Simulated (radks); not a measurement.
All-electron atom: Re28+ in [Kr] 4d10 4f1. Calculated with a radial shooting solver on a logarithmic mesh with Libxc functionals: scalar-relativistic Kohn-Sham, PBE, spin-polarised, spherical densities, finite nucleus; open shells are filled with parallel spins first (spin-orbit coupling, left out, can overturn this in heavy ions); Fermi nuclear charge, rms radius 5.3698 fm.

Unscreened Slater integrals over Kohn-Sham orbitals (hartree). They are taken over the spin-up orbitals.

integral,value
"F0(4f,4f)",2.1215
"F2(4f,4f)",1.1226
"F4(4f,4f)",0.73229
"F6(4f,4f)",0.53569
"F0(4f,4d)",2.0561
"F2(4f,4d)",1.0335
"F4(4f,4d)",0.67386
"G1(4f,4d)",1.1040
"G3(4f,4d)",0.74893
"G5(4f,4d)",0.54659
"F0(4f,4p)",2.0747
"F2(4f,4p)",1.0585
"G2(4f,4p)",0.87280
"G4(4f,4p)",0.63229
"F0(4f,4s)",2.1218
"G3(4f,4s)",0.76736
"F0(4d,4d)",2.0267
"F2(4d,4d)",1.0371
"F4(4d,4d)",0.70409
"F0(4d,4p)",2.0416
"F2(4d,4p)",1.0520
"G1(4d,4p)",1.3186
"G3(4d,4p)",0.84036
"F0(4d,4s)",2.0822
"G2(4d,4s)",1.0444
"F0(4p,4p)",2.0613
"F2(4p,4p)",1.0794
"F0(4p,4s)",2.1023
"G1(4p,4s)",1.4249
"F0(4s,4s)",2.1473

Derived for the open shells (J is the average intra-shell exchange parameter used in DFT+U). 4f: F4/F2 = 0.652, F6/F2 = 0.477, J = (286 F2 + 195 F4 + 250 F6)/6435 = 0.09289 hartree.
